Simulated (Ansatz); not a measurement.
Basis-set extrapolation for C3H8BF (`CCBCF`) (PBE0-D4/def2-TZVP geometry, frozen core, Ansatz 0.2.0). Multiplicity 1, RHF reference.

|  | def2-TZVPP | def2-QZVPP |
| --- | --- | --- |
| HF | -242.468969 | -242.480181 |
| MP2 correlation | -0.871054 | -0.934917 |
| CCSD(T) correlation | -0.952203 | not run |

Energies in hartree. Use E(X) = E(∞) + A·exp(−7.88·√X) for Hartree–Fock and E(X) = E(∞) + B·X^(−2.97) for correlation, with X = 3 and 4, and add CCSD(T) minus MP2 of the smaller set to the MP2 limit.

What is the CCSD(T) energy at the basis-set limit?

HF limit: -242.480181 + (-0.011212) × 0.13774 = -242.48173. MP2 limit: -0.934917 + (-0.063863) × 0.74074 = -0.98222. Higher-order term: -0.952203 − (-0.871054) = -0.08115. Total: -243.54510 hartree, 3.37 eV below CCSD(T)/def2-TZVPP.
